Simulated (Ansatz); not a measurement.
System: CHCl (charge 0, singlet). SMILES: [CH]Cl
Geometry: optimised at B3LYP-D3(BJ)/def2-TZVP (Ansatz, an electronic-structure program).

Wanted: vertical triplet-singlet gap (E(triplet) - E(singlet); each state is the SCF solution reached for its spin; for the singlet the Hartree-Fock reference is unstable and T1 is 0.021), in kcal/mol. Cores are frozen in the correlated levels unless marked. UHF or UKS for open shells. Spin-orbit coupling is left out. Non-relativistic. Basis-set limits of correlation are two-point, X^-3; Hartree-Fock from the larger set.

| level | program | vertical triplet-singlet gap (kcal/mol) |
|---|---|---|
| HF/def2-QZVPPD | Ansatz | -6.2 |

Question: Estimate the value at CCSD(T)/CBS(aug-cc-pV(T+d)Z,aug-cc-pV(Q+d)Z) as computed with Ansatz.

Answer: 14.2 kcal/mol
